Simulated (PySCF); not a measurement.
AlGeH₅O₂S, SMILES [GeH3][S][Al]([OH])[OH].

Coordinates come from a B3LYP-D3(BJ)/def2-SVP optimisation. The structure was generated by enumeration; whether it is a known compound was not checked. Other conformers were not sampled.

Two levels are set side by side: PBE/def2-TZVP (PySCF) and PBE0/def2-TZVP (PySCF). Same geometry, gas phase. Differences are taken from unrounded values.

```tsv
quantity	PBE0
orbital gap (eV)	6.82
highest occupied level (eV)	-7.42
lowest empty level (eV)	-0.60
dipole moment (D)	0.90
mean polarisability (bohr³)	79.7
```

What does PBE give, and how far is it from PBE0? (The exact figures need the calculation; the answer reports its results.)


```json
[
 {"quantity": "orbital gap (eV)", "PBE": "4.78", "PBE minus PBE0": "-2.05"},
 {"quantity": "highest occupied level (eV)", "PBE": "-6.22", "PBE minus PBE0": "1.21"},
 {"quantity": "lowest empty level (eV)", "PBE": "-1.44", "PBE minus PBE0": "-0.84"},
 {"quantity": "dipole moment (D)", "PBE": "0.90", "PBE minus PBE0": "0.01"},
 {"quantity": "mean polarisability (bohr³)", "PBE": "83.5", "PBE minus PBE0": "3.8"}
]
```

Without exact exchange PBE keeps part of each electron's self-repulsion, which lifts occupied levels and narrows the gap. Loosely held outer electrons make PBE densities more polarisable. Differences between two approximate levels are no errors against the true value.

Rough cost on one machine, each run with all the roots and properties that it gave: PBE0 against PBE within a factor of 2.
